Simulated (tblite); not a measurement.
A geometry optimisation, step by step.

C₆H₄BrO (doublet state).
Numbering: `[OH:1][c:2]1[cH:3][c:4][c:5]([Br:6])[cH:7][cH:8]1` (hydrogens: H9 on O1; H10 on C3; H11 on C7; H12 on C8)
Bond orders are those of one Lewis drawing.

Computed with GFN2-xTB (tblite), gas phase: L-BFGS steps from a force-field or distance-geometry start until the largest atomic force falls under 0.01 eV/Å. 7 of its 19 geometries are shown.

Step 0: E = -623.7410 eV, largest atomic force 1.776 eV/Å
```
atom  x, y, z in Å  |  force x, y, z in eV/Å
O1     -2.404    0.291   -0.021   -0.340  -0.413   0.048
C2     -1.077    0.054   -0.006    0.361   0.025   0.132
C3     -0.563   -1.238    0.206    0.751  -0.401  -0.026
C4      0.806   -1.426    0.210   -0.855   1.550  -0.143
C5      1.667   -0.356    0.042   -0.516  -0.567  -0.011
Br6     3.525   -0.660    0.059    0.467   0.049  -0.006
C7      1.167    0.933   -0.169   -0.593  -0.227   0.123
C8     -0.209    1.136   -0.176    0.374  -0.305  -0.071
H9     -2.883   -0.545    0.121    0.078   0.345  -0.059
H10    -1.232   -2.087    0.352    0.114   0.288  -0.054
H11     1.831    1.773   -0.310    0.086  -0.142   0.025
H12    -0.626    2.123   -0.334    0.074  -0.203   0.042
```

Step 3: E = -623.8072 eV, largest atomic force 0.157 eV/Å
```
atom  x, y, z in Å  |  force x, y, z in eV/Å
O1     -2.404    0.283   -0.020   -0.129   0.001   0.003
C2     -1.073    0.049    0.001   -0.113   0.109   0.000
C3     -0.563   -1.240    0.203   -0.014   0.080  -0.013
C4      0.784   -1.381    0.207    0.096   0.017   0.018
C5      1.662   -0.358    0.037    0.151  -0.016  -0.027
Br6     3.544   -0.657    0.058    0.079   0.045  -0.005
C7      1.159    0.926   -0.164    0.009   0.051  -0.008
C8     -0.205    1.124   -0.180   -0.030  -0.068   0.006
H9     -2.887   -0.541    0.120   -0.047   0.022  -0.005
H10    -1.227   -2.076    0.350   -0.082  -0.080   0.004
H11     1.832    1.758   -0.308    0.052  -0.052   0.016
H12    -0.621    2.110   -0.331    0.028  -0.109   0.013
```

Step 6: E = -623.8116 eV, largest atomic force 0.059 eV/Å
```
atom  x, y, z in Å  |  force x, y, z in eV/Å
O1     -2.414    0.285   -0.021   -0.036   0.020   0.004
C2     -1.082    0.053    0.003   -0.018  -0.052  -0.007
C3     -0.565   -1.235    0.202    0.033  -0.018   0.019
C4      0.786   -1.373    0.209   -0.026  -0.035   0.002
C5      1.672   -0.357    0.034   -0.023  -0.030   0.011
Br6     3.554   -0.652    0.058    0.034   0.041  -0.007
C7      1.160    0.925   -0.164    0.025  -0.040  -0.011
C8     -0.205    1.117   -0.180    0.016   0.017   0.013
H9     -2.893   -0.540    0.120   -0.058   0.009  -0.002
H10    -1.230   -2.077    0.349    0.035   0.032  -0.012
H11     1.837    1.753   -0.306    0.025   0.023   0.001
H12    -0.618    2.101   -0.330   -0.008   0.033  -0.010
```

Step 9: E = -623.8124 eV, largest atomic force 0.043 eV/Å
```
atom  x, y, z in Å  |  force x, y, z in eV/Å
O1     -2.418    0.286   -0.020    0.040  -0.016   0.003
C2     -1.085    0.051    0.002    0.017   0.015   0.005
C3     -0.564   -1.235    0.204   -0.006   0.012  -0.004
C4      0.786   -1.375    0.209    0.013  -0.008   0.001
C5      1.673   -0.360    0.034    0.005   0.005   0.001
Br6     3.559   -0.647    0.057   -0.012   0.028  -0.005
C7      1.162    0.923   -0.165   -0.021  -0.001   0.004
C8     -0.205    1.116   -0.178   -0.002   0.003  -0.007
H9     -2.901   -0.538    0.120   -0.028   0.027  -0.005
H10    -1.228   -2.076    0.348   -0.002  -0.020   0.002
H11     1.840    1.752   -0.306   -0.019  -0.035   0.005
H12    -0.618    2.101   -0.331    0.016  -0.011   0.001
```

Step 12: E = -623.8129 eV, largest atomic force 0.031 eV/Å
```
atom  x, y, z in Å  |  force x, y, z in eV/Å
O1     -2.417    0.285   -0.019   -0.012   0.028  -0.004
C2     -1.084    0.051    0.003   -0.005  -0.014   0.009
C3     -0.564   -1.235    0.204    0.011  -0.023  -0.004
C4      0.787   -1.377    0.209    0.008   0.004   0.001
C5      1.674   -0.361    0.035    0.004   0.005  -0.002
Br6     3.561   -0.640    0.056   -0.014   0.014  -0.002
C7      1.161    0.920   -0.165   -0.003  -0.002   0.009
C8     -0.205    1.116   -0.178   -0.004  -0.012  -0.004
H9     -2.909   -0.534    0.119    0.018   0.015  -0.003
H10    -1.226   -2.077    0.347   -0.007  -0.011   0.003
H11     1.839    1.748   -0.305   -0.001  -0.004  -0.003
H12    -0.616    2.101   -0.331    0.004   0.001   0.000
```

Step 15: E = -623.8130 eV, largest atomic force 0.012 eV/Å
```
atom  x, y, z in Å  |  force x, y, z in eV/Å
O1     -2.417    0.288   -0.019    0.006   0.006   0.001
C2     -1.085    0.050    0.004   -0.001  -0.003  -0.005
C3     -0.563   -1.237    0.204   -0.011   0.000   0.001
C4      0.788   -1.378    0.210   -0.010  -0.004   0.000
C5      1.674   -0.361    0.035   -0.009  -0.005   0.003
Br6     3.560   -0.636    0.055    0.010   0.004  -0.001
C7      1.160    0.919   -0.164    0.004   0.002  -0.001
C8     -0.205    1.115   -0.179    0.002  -0.003   0.006
H9     -2.910   -0.530    0.118    0.005   0.005  -0.001
H10    -1.226   -2.078    0.347    0.005  -0.004   0.001
H11     1.839    1.747   -0.305    0.002   0.011  -0.003
H12    -0.615    2.101   -0.332   -0.004  -0.009   0.000
```

Step 18: E = -623.8131 eV, largest atomic force 0.007 eV/Å
```
atom  x, y, z in Å  |  force x, y, z in eV/Å
O1     -2.416    0.289   -0.019    0.002  -0.002   0.001
C2     -1.085    0.049    0.003    0.004   0.005  -0.001
C3     -0.564   -1.237    0.204   -0.001   0.002   0.000
C4      0.787   -1.378    0.210    0.001   0.002  -0.001
C5      1.674   -0.362    0.035    0.005   0.000   0.000
Br6     3.561   -0.634    0.055   -0.002  -0.001   0.001
C7      1.160    0.919   -0.164    0.003   0.000  -0.001
C8     -0.205    1.114   -0.178    0.005   0.002   0.000
H9     -2.910   -0.528    0.118   -0.004   0.002   0.000
H10    -1.226   -2.080    0.348   -0.003  -0.005   0.000
H11     1.839    1.747   -0.305   -0.003  -0.001   0.000
H12    -0.615    2.100   -0.332   -0.006  -0.004   0.001
```

Question: Summarise the path.

Answer: The energy falls by 6.95 kJ/mol from step 0 to step 18; nine tenths of that is first reached at step 3. It falls at every step. The largest force goes from 1.776 to 0.007 eV/Å. Among the bonds C5–Br6 changes most (a near tie, within 0.001 Å, with another), from 1.882 to 1.907 Å; the atoms move by 0.026 Å rms after alignment.

Question: Follow the three bonds and two angles with the largest change from start to end.

Answer: 
```json
{"step": "0", "E above end (kJ/mol)": "6.95", "largest force (eV/Å)": "1.776", "C5–Br6 (Å)": "1.882", "C3–C4 (Å)": "1.382", "C4–C5 (Å)": "1.384", "C3–C4–C5 (°)": "120.7", "C4–C5–Br6 (°)": "119.2"}
{"step": "1", "E above end (kJ/mol)": "2.47", "largest force (eV/Å)": "0.494", "C5–Br6 (Å)": "1.895", "C3–C4 (Å)": "1.356", "C4–C5 (Å)": "1.363", "C3–C4–C5 (°)": "122.7", "C4–C5–Br6 (°)": "120.5"}
{"step": "2", "E above end (kJ/mol)": "1.29", "largest force (eV/Å)": "0.330", "C5–Br6 (Å)": "1.901", "C3–C4 (Å)": "1.356", "C4–C5 (Å)": "1.357", "C3–C4–C5 (°)": "123.5", "C4–C5–Br6 (°)": "120.8"}
{"step": "3", "E above end (kJ/mol)": "0.57", "largest force (eV/Å)": "0.157", "C5–Br6 (Å)": "1.905", "C3–C4 (Å)": "1.355", "C4–C5 (Å)": "1.359", "C3–C4–C5 (°)": "124.3", "C4–C5–Br6 (°)": "121.2"}
{"step": "4", "E above end (kJ/mol)": "0.39", "largest force (eV/Å)": "0.158", "C5–Br6 (Å)": "1.906", "C3–C4 (Å)": "1.356", "C4–C5 (Å)": "1.359", "C3–C4–C5 (°)": "124.6", "C4–C5–Br6 (°)": "121.4"}
{"step": "5", "E above end (kJ/mol)": "0.22", "largest force (eV/Å)": "0.127", "C5–Br6 (Å)": "1.905", "C3–C4 (Å)": "1.357", "C4–C5 (Å)": "1.360", "C3–C4–C5 (°)": "124.8", "C4–C5–Br6 (°)": "121.6"}
{"step": "6", "E above end (kJ/mol)": "0.14", "largest force (eV/Å)": "0.059", "C5–Br6 (Å)": "1.905", "C3–C4 (Å)": "1.358", "C4–C5 (Å)": "1.360", "C3–C4–C5 (°)": "124.9", "C4–C5–Br6 (°)": "121.8"}
{"step": "7", "E above end (kJ/mol)": "0.11", "largest force (eV/Å)": "0.059", "C5–Br6 (Å)": "1.906", "C3–C4 (Å)": "1.358", "C4–C5 (Å)": "1.360", "C3–C4–C5 (°)": "124.9", "C4–C5–Br6 (°)": "121.9"}
{"step": "8", "E above end (kJ/mol)": "0.08", "largest force (eV/Å)": "0.052", "C5–Br6 (Å)": "1.907", "C3–C4 (Å)": "1.358", "C4–C5 (Å)": "1.360", "C3–C4–C5 (°)": "124.9", "C4–C5–Br6 (°)": "122.0"}
{"step": "9", "E above end (kJ/mol)": "0.06", "largest force (eV/Å)": "0.043", "C5–Br6 (Å)": "1.908", "C3–C4 (Å)": "1.358", "C4–C5 (Å)": "1.360", "C3–C4–C5 (°)": "124.9", "C4–C5–Br6 (°)": "122.1"}
{"step": "10", "E above end (kJ/mol)": "0.04", "largest force (eV/Å)": "0.041", "C5–Br6 (Å)": "1.908", "C3–C4 (Å)": "1.358", "C4–C5 (Å)": "1.360", "C3–C4–C5 (°)": "124.8", "C4–C5–Br6 (°)": "122.2"}
{"step": "11", "E above end (kJ/mol)": "0.03", "largest force (eV/Å)": "0.029", "C5–Br6 (Å)": "1.908", "C3–C4 (Å)": "1.358", "C4–C5 (Å)": "1.360", "C3–C4–C5 (°)": "124.8", "C4–C5–Br6 (°)": "122.3"}
{"step": "12", "E above end (kJ/mol)": "0.02", "largest force (eV/Å)": "0.031", "C5–Br6 (Å)": "1.908", "C3–C4 (Å)": "1.358", "C4–C5 (Å)": "1.360", "C3–C4–C5 (°)": "124.7", "C4–C5–Br6 (°)": "122.3"}
{"step": "13", "E above end (kJ/mol)": "0.01", "largest force (eV/Å)": "0.027", "C5–Br6 (Å)": "1.907", "C3–C4 (Å)": "1.358", "C4–C5 (Å)": "1.360", "C3–C4–C5 (°)": "124.7", "C4–C5–Br6 (°)": "122.4"}
{"step": "14", "E above end (kJ/mol)": "0.01", "largest force (eV/Å)": "0.016", "C5–Br6 (Å)": "1.906", "C3–C4 (Å)": "1.358", "C4–C5 (Å)": "1.360", "C3–C4–C5 (°)": "124.7", "C4–C5–Br6 (°)": "122.4"}
{"step": "15", "E above end (kJ/mol)": "0.00", "largest force (eV/Å)": "0.012", "C5–Br6 (Å)": "1.906", "C3–C4 (Å)": "1.358", "C4–C5 (Å)": "1.360", "C3–C4–C5 (°)": "124.7", "C4–C5–Br6 (°)": "122.4"}
{"step": "16", "E above end (kJ/mol)": "0.00", "largest force (eV/Å)": "0.012", "C5–Br6 (Å)": "1.906", "C3–C4 (Å)": "1.358", "C4–C5 (Å)": "1.360", "C3–C4–C5 (°)": "124.7", "C4–C5–Br6 (°)": "122.4"}
{"step": "17", "E above end (kJ/mol)": "0.00", "largest force (eV/Å)": "0.011", "C5–Br6 (Å)": "1.907", "C3–C4 (Å)": "1.358", "C4–C5 (Å)": "1.360", "C3–C4–C5 (°)": "124.7", "C4–C5–Br6 (°)": "122.5"}
{"step": "18", "E above end (kJ/mol)": "0.00", "largest force (eV/Å)": "0.007", "C5–Br6 (Å)": "1.907", "C3–C4 (Å)": "1.358", "C4–C5 (Å)": "1.360", "C3–C4–C5 (°)": "124.8", "C4–C5–Br6 (°)": "122.5"}
```

The cost below is that of the whole relaxation. On one thread of an Intel Xeon Platinum 8488C, no GPU, shared host with 96 logical CPUs at a one-minute load of 64, this took 0.2 s.
